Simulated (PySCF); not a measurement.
## Dipole response of Br⁻ (bromine, charge -1)

[Kr], closed-shell 1S. Calculation: PySCF 2.14, in aug-cc-pVDZ-DK (6s5p3d, 36 functions); the spin-free X2C one-electron Hamiltonian (Gaussian nucleus). Coupled (time-dependent) response in atomic units; α is the mean over directions. A double-zeta set is small for polarisabilities.

```json
{"method": "UHF", "mean α (bohr³)": "29.66", "C₆ (like pair)": "299.9", "S(−4)": "220.1"}
{"method": "PBE0", "mean α (bohr³)": "32.47", "C₆ (like pair)": "332.6", "S(−4)": "297.7"}
{"method": "wB97X", "mean α (bohr³)": "31.23", "C₆ (like pair)": "313.6", "S(−4)": "281.2"}
{"method": "wB97M-V", "mean α (bohr³)": "32.10", "C₆ (like pair)": "322.6", "S(−4)": "304.5"}
```

S(−4) is the Cauchy moment in α(ω) = α(0) + S(−4) ω² + …

α(iu) at wB97X:

```csv
u (hartree),α(iu) (bohr³)
0,31.23
0.0500,30.55
0.100,28.80
0.200,24.19
0.300,19.97
0.500,13.74
0.750,8.903
1.00,6.042
1.50,3.188
2.00,1.931
3.00,0.9152
5.00,0.3445
```

For an ion, C₆ is the dispersion term alone; charge-induced terms of lower order in 1/R come first.
